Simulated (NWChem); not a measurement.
All runs are NWChem calculations. System: H₂ClFOSi, charge 0, spin multiplicity 1, at a geometry optimised with PBE0/def2-SVP. The structure started from a generated list of species. Level: B3LYP/def2-SVP, VWN1-RPA local correlation.

Input file:

```
start mol
memory heap 200 mb stack 900 mb global 1100 mb
geometry units angstroms nocenter noautoz noautosym
  O      1.484326    -0.937496    -0.339452
  Si    -0.078780    -0.566855    -0.033359
  F     -0.904607    -0.403946    -1.409904
  Cl    -0.236176     1.235740     0.933462
  H      2.047930    -0.280261    -0.759480
  H     -0.663176    -1.655858     0.762413
end
basis spherical
  * library def2-svp
end
dft
  xc b3lyp
  semidirect memsize 60000000 filesize 0
  iterations 100
end
task dft energy
```

NWChem printed:

```
             Northwest Computational Chemistry Package (NWChem) 7.3.0
             --------------------------------------------------------

                                NWChem Input Module
                                -------------------

 Scaling coordinates for geometry "geometry" by  1.889725989
 (inverse scale =  0.529177249)

                             Geometry "geometry" -> ""
                             -------------------------

 Output coordinates in angstroms (scale by  1.889725989 to convert to a.u.)

  No.       Tag          Charge          X              Y              Z
 ---- ---------------- ---------- -------------- -------------- --------------
    1 O                    8.0000     1.48432600    -0.93749600    -0.33945200
    2 Si                  14.0000    -0.07878000    -0.56685500    -0.03335900
    3 F                    9.0000    -0.90460700    -0.40394600    -1.40990400
    4 Cl                  17.0000    -0.23617600     1.23574000     0.93346200
    5 H                    1.0000     2.04793000    -0.28026100    -0.75948000
    6 H                    1.0000    -0.66317600    -1.65585800     0.76241300

 Effective nuclear repulsion energy (a.u.)     228.2526774210

            Nuclear Dipole moment (a.u.)
            ----------------------------
        X                 Y               Z
 ---------------- ---------------- ----------------
    -0.0000245664     0.0000170075     0.0000170075


 Summary of "ao basis" -> "" (spherical)
 ------------------------------------------------------------------------------
       Tag                 Description            Shells   Functions and Types
 ---------------- ------------------------------  ------  ---------------------
 *                          def2-svp                  on all atoms

                                 NWChem DFT Module
                                 -----------------

 Summary of "ao basis" -> "ao basis" (spherical)
 ------------------------------------------------------------------------------
       Tag                 Description            Shells   Functions and Types
[...]
 Vector   25  Occ=2.000000D+00  E=-3.302729D-01
              MO Center=  1.0D-01,  6.9D-01,  5.7D-01, r^2= 2.7D+00
   Bfn.  Coefficient  Atom+Function         Bfn.  Coefficient  Atom+Function
  ----- ------------  ---------------      ----- ------------  ---------------
    57      0.542706  4 Cl px                54      0.406327  4 Cl px
     6     -0.243831  1 O  pz                51      0.235715  4 Cl px
     5     -0.185072  1 O  py                 9     -0.182408  1 O  pz
     8     -0.135465  1 O  py                59      0.132623  4 Cl pz
    56      0.100298  4 Cl pz                37     -0.084955  3 F  py

 Vector   26  Occ=0.000000D+00  E= 2.583712D-02
              MO Center=  1.4D+00, -2.7D-01, -5.6D-01, r^2= 3.6D+00
   Bfn.  Coefficient  Atom+Function         Bfn.  Coefficient  Atom+Function
  ----- ------------  ---------------      ----- ------------  ---------------
    66     -0.933857  5 H  s                  3      0.879713  1 O  s
    18     -0.677223  2 Si s                 71      0.374537  6 H  s
    25     -0.252251  2 Si px                 8      0.250592  1 O  py
     2      0.203671  1 O  s                 17     -0.203978  2 Si s
     5      0.190658  1 O  py                16     -0.158174  2 Si s

 Vector   27  Occ=0.000000D+00  E= 5.105610D-02
              MO Center= -5.0D-01, -2.6D-01,  2.9D-01, r^2= 3.2D+00
   Bfn.  Coefficient  Atom+Function         Bfn.  Coefficient  Atom+Function
  ----- ------------  ---------------      ----- ------------  ---------------
    18      0.757977  2 Si s                 71     -0.644027  6 H  s
    25     -0.638739  2 Si px                17      0.580489  2 Si s
    58      0.500688  4 Cl py                50     -0.469231  4 Cl s
    26      0.443029  2 Si py                 3      0.282094  1 O  s
    27      0.277513  2 Si pz                59      0.273231  4 Cl pz

 Vector   28  Occ=0.000000D+00  E= 5.669495D-02
              MO Center= -8.3D-02, -6.7D-01,  1.3D-01, r^2= 3.3D+00
   Bfn.  Coefficient  Atom+Function         Bfn.  Coefficient  Atom+Function
  ----- ------------  ---------------      ----- ------------  ---------------
    27      0.962332  2 Si pz                25      0.514020  2 Si px
    35      0.460964  3 F  s                 58      0.301489  4 Cl py
    50     -0.282516  4 Cl s                 24      0.276868  2 Si pz
     9     -0.254470  1 O  pz                 6     -0.205505  1 O  pz
    71     -0.189417  6 H  s                 26      0.170734  2 Si py

 center of mass
 --------------
 x =  -0.04748500 y =   0.05166550 z =  -0.00952207

 moments of inertia (a.u.)
 ------------------
         548.476869111287          84.544562996987         -23.019304891818
          84.544562996987         459.926922367910        -199.023774456541
         -23.019304891818        -199.023774456541         499.351958601563

     Multipole analysis of the density
     ---------------------------------

     L   x y z        total         alpha         beta         nuclear
     -   - - -        -----         -----         ----         -------
     0   0 0 0     -0.000000    -25.000000    -25.000000     50.000000

     1   1 0 0      0.468961      0.234493      0.234493     -0.000025
     1   0 1 0      0.032570      0.016277      0.016277      0.000017
     1   0 0 1     -0.006215     -0.003116     -0.003116      0.000017

     2   2 0 0    -25.252059    -67.369671    -67.369671    109.487283
     2   1 1 0      1.815457     21.719545     21.719545    -41.623634
     2   1 0 1     -2.329956     -4.157165     -4.157165      5.984375
     2   0 2 0    -27.661052    -88.427568    -88.427568    149.194083
     2   0 1 1     -0.998668    -47.809729    -47.809729     94.620789
     2   0 0 2    -27.597931    -75.933556    -75.933556    124.269181

 Task  times  cpu:        4.4s     wall:        4.4s

 Total times  cpu:        4.5s     wall:        4.5s
```
